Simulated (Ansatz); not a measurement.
Relaxation of C₂H₉OSbSi (14 atoms, charge 0, multiplicity 1), to a largest force component of 0.015 eV/Å in at most 40 steps.

Level of theory: Ansatz, RKS PBE/def2-SVP.

```xyz
14
Properties=species:S:1:pos:R:3
C -1.432 0.833 1.470
O -0.162 0.647 1.022
C -0.190 -0.241 -0.086
Si 1.577 -1.088 -0.134
Sb -0.449 0.841 -1.951
H -2.125 1.273 0.633
H -1.889 -0.043 1.902
H -1.423 1.669 2.246
H -0.922 -1.027 0.059
H 2.572 -0.098 -0.257
H 1.528 -2.032 -1.244
H 1.726 -1.838 1.137
H 1.113 1.578 -1.877
H 0.064 -0.503 -2.890
```

Task: Where does it end, and by what steps?

Result: It converged. The force dipped under the threshold on the way, but the program's further checks kept it going. After 11 steps the energy has fallen by 0.493 eV; H13 moved furthest, 0.65 Å.

```csv
step,energy less start (eV),largest force component (eV/Å),accepted
0,0.0000,3.389,yes
1,-0.3341,1.058,yes
2,-0.4503,0.574,yes
3,-0.4679,0.271,yes
4,-0.4761,0.114,yes
5,-0.4783,0.204,yes
6,-0.4888,0.092,yes
7,-0.4916,0.037,yes
8,-0.4917,0.072,yes
9,-0.4924,0.050,yes
10,-0.4929,0.007,yes
11,-0.4930,0.011,yes
```

```xyz
14
Properties=species:S:1:pos:R:3
C -1.519 0.882 1.485
O -0.195 0.550 1.132
C -0.074 -0.234 -0.032
Si 1.652 -1.040 -0.035
Sb -0.420 1.002 -1.921
H -2.022 1.479 0.685
H -2.139 -0.027 1.678
H -1.478 1.490 2.410
H -0.862 -1.026 -0.084
H 2.711 0.025 -0.023
H 1.793 -1.883 -1.272
H 1.829 -1.914 1.181
H 1.279 1.087 -2.268
H -0.567 -0.420 -2.906
```

Time of the run: 26 s on 2 threads of AMD EPYC 9R14 (Zen 4), with other jobs on the host, peak memory 0.2 GiB.
